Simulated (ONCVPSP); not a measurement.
## Ni: one change to an ONCV potential, before and after

| Property | Result |
| --- | --- |
| Element | nickel |
| Generator | ONCVPSP 4.0.1 |
| Type | optimised norm-conserving Vanderbilt (ONCV) |
| Functional | PBE |
| Relativity | scalar-relativistic |
| Frozen core | [Ne] |
| Valence charge | 18 |
| Reference configuration | 3s2 3p6 3d8 4s2 |
| Partial waves | 3s+4s: rc 1.10 bohr, ncon 3, nbas 7, qcut 12.9 1/bohr, 2 projectors; 3p: rc 1.10 bohr, ncon 4, nbas 9, qcut 9.8 1/bohr, 2 projectors, debl 0.7 Ha; 3d: rc 0.75 bohr, ncon 5, nbas 10, qcut 14 1/bohr, 2 projectors, debl 3.6 Ha |
| Local potential | polynomial inside 0.70 bohr (lpopt 5, dvloc0 2 Ha) |
| Core correction | none |

In the p channel the program set the typed energies aside and used -2.623, 0.250 Ha.

All-electron outer shells of the reference configuration (PBE, scalar-relativistic, ld1.x):

```tsv
shell	level (eV)	outermost node (bohr)	outermost maximum (bohr)
2p	-844.68	–	0.16
3s	-111.06	0.30	0.64
3p	-71.39	0.27	0.65
3d	-8.87	–	0.63
4s	-5.64	0.92	2.24
```

Change: d: qcut 10.6.

Cutoffs: the cutoffs (Ha) at which the residual kinetic energy of the hardest occupied pseudo-wave falls to 1 and 0.1 mHa per electron; they do not see the model core or the augmentation charge, which bear on the density cutoff. Errors are all-electron minus pseudo energies relative to the spin-unpolarised reference configuration.

What does the change do?

The potential gets harder (554 Ha and 671 Ha → 665 Ha and 724 Ha); the errors of the 4 common tests hardly move; neither file shows a bound ghost.

```csv
quantity,base,changed
"cutoff, loose",554 Ha,665 Ha
"cutoff, tight",671 Ha,724 Ha
loose cutoff by channel,"s 54 Ha, p 39 Ha, d 554 Ha","s 54 Ha, p 39 Ha, d 665 Ha"
bound ghosts,none,none
GHOST(+) flags under 300 eV,none,none
"error for 3s2 3p6 3d8 4s1, meV [ΔE 9.32 eV]",-0.4,-0.3
"error for 3s2 3p6 3d8 4s0, meV [ΔE 26.67 eV]",-0.2,+0.1
"error for 3s2 3p6 3d7 4s0, meV [ΔE 64.14 eV]",-2.9,-2.6
"error for 3s2 3p6 3d8.5 4s1.5, meV [ΔE -1.18 eV]",-0.4,-0.4
s: phases at 1.12 bohr within 0.05 rad from the reference energy up to (Ha; the scan ends near 5),to the end of the scan,to the end of the scan
p: phases at 1.12 bohr within 0.05 rad from the reference energy up to (Ha; the scan ends near 5),to the end of the scan,to the end of the scan
d: phases at 0.76 bohr within 0.05 rad from the reference energy up to (Ha; the scan ends near 5),to the end of the scan,to the end of the scan
```
